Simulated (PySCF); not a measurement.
Predicted microwave data (PBE0/pcSseg-1 in PySCF (dipole) on a GFN2-xTB geometry, gas phase) for one isomer of C4H10F2Si2:

- Rotational constants: A = 2065, B = 747.9, C = 604.2 MHz
- Dipole components: |μa| = 2.24 D, |μb| = 1.36 D, |μc| = 0.48 D
- Inertial defect: -83.99 u·Å²
- κ: -0.80

Question: Which candidate fits, each taken in the one conformer that was computed?
A. `[F:1][CH:2]([F:3])[C@@H:4]1[CH2:5][C@H:6]1[SiH2:7][SiH3:8]` with F1–C2–C4–C5 152°, C5–C6–Si7–Si8 159°
B. `[CH3:1][SiH2:2]/[C:3](=[CH:4]/[SiH3:5])[CH:6]([F:7])[F:8]` with C1–Si2–C3–C4 -108°, Si2–C3–C6–F7 -121°
C. `[CH3:1][SiH2:2]/[CH:3]=[C:4](/[SiH3:5])[CH:6]([F:7])[F:8]` with C1–Si2–C3–C4 -177°, C3–C4–C6–F7 90°
D. `[CH3:1][Si@@H:2]1[CH2:3][SiH2:4][C@H:5]1[CH:6]([F:7])[F:8]` with Si4–C5–C6–F7 -64°, C1–Si2–C3–Si4 -105°, Si2–C3–Si4–C5 -7°, C3–Si4–C5–C6 -109°, C1–Si2–C5–Si4 109°

Answer: C. It is C[SiH2]/C=C(/[SiH3])C(F)F, an asymmetric top, point group C1. The candidates at the same level (rigid rotor, commonest isotopes):

```tsv
SMILES	A (MHz)	B (MHz)	C (MHz)	μa (D)	μb (D)	μc (D)	Δ (u·Å²)	point group	rotor
C[SiH2]/C(=C/[SiH3])C(F)F	1995	879.7	700.0	0.20	1.37	0.41	-105.88	C1	asymmetric top
C[Si@@H]1C[SiH2][C@H]1C(F)F	2040	1027	874.8	2.52	0.61	0.81	-162.42	C1	asymmetric top
FC(F)[C@@H]1C[C@H]1[SiH2][SiH3]	2233	683.8	551.4	1.04	1.70	0.92	-48.84	C1	asymmetric top
C[SiH2]/C=C(/[SiH3])C(F)F	2065	747.9	604.2	2.24	1.36	0.48	-83.99	C1	asymmetric top
```

`C[Si@@H]1C[SiH2][C@H]1C(F)F` has C 45 % too high; `C[SiH2]/C(=C/[SiH3])C(F)F` has B 18 % too high; `FC(F)[C@@H]1C[C@H]1[SiH2][SiH3]` has C 9 % too low. No structure here is proved a minimum.
